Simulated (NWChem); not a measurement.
# C₂Cl₃F; SMILES FC(Cl)=C(Cl)Cl

```xyz
6

F     -1.8988     0.6854     0.0000
C     -0.5851     0.6513     0.0000
Cl     0.1528     2.1851     0.0000
C      0.0833    -0.5146     0.0000
Cl     1.7922    -0.5935     0.0000
Cl    -0.7738    -1.9989     0.0000
```
Atoms are numbered in this order, from 1.

Level: PBE0/def2-SVP (NWChem), optimised geometry, unscaled harmonic frequencies. 

```
frequency (cm⁻¹)  IR intensity (km/mol)
----------------  ---------------------
124                                 0.1
172                                 1.3
256                                 0.2
322                                 0.1
373                                 0.2
416                                 0.8
542                                 0.2
562                                 1.4
881                               146.0
1011                              118.1
1257                              136.6
1742                               42.4
```

The zero-point energy is 10.9 kcal/mol, the thermal correction to the enthalpy at 298.15 K (with zero-point energy) is 15.4 kcal/mol and the heat capacity Cv is 19.5 cal/(mol K). The entropy at 298.15 K and 1 atm (symmetry number 1) is 81.5 cal/(mol K). The dipole moment is 0.45 D.

Rigid rotor and harmonic oscillator.
